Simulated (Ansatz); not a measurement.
A run for Ansatz (a program for electronic structure): R-wB97X-V/def2-TZVPP on InI, 2S+1 = 1, a spin state set in the input, which need not be the lowest, a point of a bond scan (R = 2.783 Å). Elements past Kr take the def2 small-core potentials; no spin–orbit coupling.

Ansatz 0.2 input:
```yaml
crystal:
  periodic: [false, false, false]
  atoms:
    - {symbol: In, position_ang: [0.00000000, 0.00000000, 0.00000000]}
    - {symbol: I, position_ang: [0.00000000, 0.00000000, 2.78294700]}
basis:
  gaussian:
    orbitals: def2-TZVPP
    pivot_positions_ang: [[0.00000000, 0.00000000, 0.00000000], [0.00000000, 0.00000000, 2.78294700]]
hamiltonian:
  xc: {name: wB97X-V}
output: {forces: true, orbitals: {seedname: ./end}}
```

The head of its log:

```
Functional definition: wB97X-V
[...]
integrals: 0.05 GiB planned
841 factors; their error is unknown
integrals: 0.08 GiB planned
210 factors; integrals over basis functions are off by at most 1.3e-5 eV
mean field: 0.43 GiB planned
mean field evaluation 1: about -13275.0857 eV, gradient 1.3e1 eV
mean field evaluation 2: about -13275.6013 eV, gradient 1.2e1 eV
```

### Question
What total energy does the run end on?

### Answer
-487.8875 hartree.
